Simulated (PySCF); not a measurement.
## How methods differ on the ionisation energy of Ca

Ca [Ar] 4s2 (1S) → Ca⁺ [Ar] 4s1 (2S), as a difference of total energies. Calculation: PySCF 2.14, in x2c-TZVPPall with one added diffuse shell each of s, p, d type (7s6p4d, 45 functions); scalar relativity by spin-free X2C-1e. Correlated levels: valence: [Ar] frozen. The calculations carry no spin-orbit coupling.

| method | ionisation energy (eV) |
| --- | --- |
| UHF | 5.139 |
| MP2 (valence) | 5.642 |
| SCS-MP2 (valence) | 5.743 |
| CCSD (valence) | 5.907 |

Errors of the correlated levels include the incompleteness of this basis and the frozen core.

With two correlated electrons CCSD is exact in that space.

Q: Which method comes closest to the reference value, and which is furthest?

A: The reference is 6.113 eV (measured; NIST Atomic Spectra Database, ionization energies). Closest: CCSD (valence) (error -0.206 eV); furthest: UHF (error -0.974 eV).
